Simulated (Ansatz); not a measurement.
BrF2Ga, SMILES `[F][Ga]([F])[Br]`, relaxed with RKS PBE0-D4/def2-TZVP in the Gaussian-basis code of Ansatz from a PBE-D4/def2-SVP geometry. The force threshold is 0.005 eV/Å; the program also tests the step.

Charge 0, multiplicity 1.

Start:

```xyz
4

F     0.392   -1.765   -0.058
Ga    0.056   -0.045   -0.074
F     0.720    0.863   -1.417
Br   -1.167    0.947    1.549
```

```csv
step,energy (eV),largest force (eV/Å),largest move (Å)
1,-127844.2425,0.582,0.000
2,-127844.2579,0.264,0.021
3 (rejected),-127844.2565,0.365,0.017
4,-127844.2606,0.009,0.008
5,-127844.2607,0.000,0.003
```

End:

```xyz
4

F     0.389   -1.742   -0.061
Ga    0.054   -0.044   -0.072
F     0.712    0.849   -1.401
Br   -1.156    0.937    1.534
```

Hardware: 2 threads of a server CPU on a shared host. Wall time 19 s, peak host memory 0.44 GiB.
